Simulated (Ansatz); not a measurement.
Results of the Gaussian-basis code of Ansatz.

A structure relaxed at PBE0-D4/def2-TZVP, charge 0, multiplicity 1:

Cartesian coordinates in Å:
```
C -0.3811 1.8759 -0.1498
C -0.7036 0.5927 0.5949
N 0.1475 -0.5371 0.2018
Al 1.4799 -1.0583 1.2699
Si -0.2457 -1.3319 -1.2831
H -1.0449 2.6837 0.1689
H -0.4955 1.7507 -1.2290
H 0.6496 2.1840 0.0438
H -0.5940 0.7677 1.6708
H -1.7589 0.3330 0.4368
H 2.4058 -2.2576 0.8202
H 1.6393 -0.2597 2.6294
H -0.0617 -0.4658 -2.4828
H 0.6380 -2.5177 -1.4161
H -1.6747 -1.7595 -1.2757
```

Q: Give its formula and SMILES.

A: C2H10AlNSi, `CC[N]([AlH2])[SiH3]`.

Q: Point group (tolerance 0.08 Å, 0.16 Å for H)?

A: C1.

Q: Summarise the bond lengths by kind.

A: 1 × C–C 1.518 Å; 5 × C–H 1.092 to 1.098 Å; 1 × C–N 1.468 Å; 1 × Al–N 1.785 Å; 1 × N–Si 1.729 Å; 2 × Al–H 1.580 to 1.585 Å; 3 × H–Si 1.485 to 1.492 Å.
